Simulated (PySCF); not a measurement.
## The second ionisation energy along the 5p block

Calculated with PySCF 2.14 from differences of total energies of unrestricted determinants, without spin-orbit coupling. Values in eV. The last column holds reference values (NIST; (s) semi-empirical, (t) theoretical, else measured). Unmarked ones compare directly (S terms, centres of terms, or small fine structure); those marked * lie between the lowest fine-structure levels and include a spin-orbit shift.

```csv
element,configurations,UHF,PBE,MP2 (valence),SCS-MP2 (valence),CCSD(T) (valence and next inner shell),CCSD(T) (valence),reference
"In (x2c-TZVPPall, spin-free X2C)",[Kr] 4d10 5s2 → [Kr] 4d10 5s1,17.035,18.981,17.656,17.781,18.719,17.914,18.870
"Sn (x2c-TZVPPall, spin-free X2C)",[Kr] 4d10 5s2 5p1 → [Kr] 4d10 5s2,13.717,14.207,13.906,13.893,14.103,13.982,14.282
"Sb (x2c-TZVPPall, spin-free X2C)",[Kr] 4d10 5s2 5p2 → [Kr] 4d10 5s2 5p1,16.010,16.470,16.310,16.247,16.471,16.363,16.626 ± 0.025 *
"Te (x2c-TZVPPall, spin-free X2C)",[Kr] 4d10 5s2 5p3 → [Kr] 4d10 5s2 5p2,18.361,18.758,18.753,18.634,18.855,18.764,18.6 ± 0.4 *
"I (x2c-TZVPPall, spin-free X2C)",[Kr] 4d10 5s2 5p4 → [Kr] 4d10 5s2 5p3,17.718,18.760,18.302,18.355,18.530,n/a,18.750
"Xe (x2c-TZVPPall, spin-free X2C)",[Kr] 4d10 5s2 5p5 → [Kr] 4d10 5s2 5p4,20.100,21.081,20.756,20.749,20.890,20.808,20.975 (s) *
```

| method | elements | mean error (eV) | mean absolute error (eV) | largest error (eV) |
| --- | --- | --- | --- | --- |
| UHF | 3 | -1.144 | 1.144 | -1.835 |
| PBE | 3 | 0.015 | 0.065 | 0.110 |
| MP2 (valence) | 3 | -0.679 | 0.679 | -1.214 |
| SCS-MP2 (valence) | 3 | -0.624 | 0.624 | -1.090 |
| CCSD(T) (valence and next inner shell) | 3 | -0.183 | 0.183 | -0.219 |

Errors include the incompleteness of the basis and the frozen core.

"Valence" correlates the outer s and p shells and, in groups 3 to 12 and the f block, the outer d or f shell, open or full, or the next shell where the ion has no valence electron left; the wider scheme adds the next inner shell.
